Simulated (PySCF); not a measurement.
Vertical excitations of a molecule C3H8O2Si from TDA-PBE/def2-SVPD (PySCF 2.14.0), as energy in eV (oscillator strength): 4.32 (0.004), 4.91 (0.001), 5.85 (0.014), 5.98 (0.045), 6.00 (0.032), 6.64 (0.015), 6.74 (0.031), 6.80 (0.005), 6.83 (0.005), 6.85 (0.019). Lowest triplet (TDA): 3.77 eV. The structure is a stationary point at PBE0-D3(BJ)/def2-SVP. The values are those of a single conformer.

### Question
Which molecule gave these data?
(A) CC(=O)C[SiH2]O
(B) C[Si@]1(O)CCO1
(C) C[SiH2]OC(C)=O
(D) C[Si]1(C)OCO1

### Answer
A, CC(=O)C[SiH2]O
